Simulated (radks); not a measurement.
Values are calculated unless marked as measured or tabulated.
Task: These are the eigenvalues of the occupied orbitals of an atom or ion with whole-number occupations (eV). Code: a radial shooting solver on a logarithmic mesh with Libxc functionals. Model: scalar-relativistic Kohn-Sham, PBE, spin-unpolarised, spherical densities, point nucleus.

1s: -73927.34
2s: -12913.28
2p: -11248.78
3s: -3040.534
3p: -2551.888
3d: -2006.509
4s: -678.0522
4p: -517.8113
4d: -318.9840
5s: -137.0609
4f: -98.0265
5p: -95.7478
5d: -48.1609

Which element is it, and in what charge state? The configuration may be excited.

Result: Z = 76, osmium, charge +4: Os4+ in [Xe] 4f14 5d4. The list shows which subshells hold electrons but not how many an open one holds; the 1s level, -2716.8 hartree, gives Z - s = 73.7 by -(Z - s)^2/2, which with screening and relativity narrows Z to a few neighbours, and the depths of the outer levels then fix element, charge and occupations together.
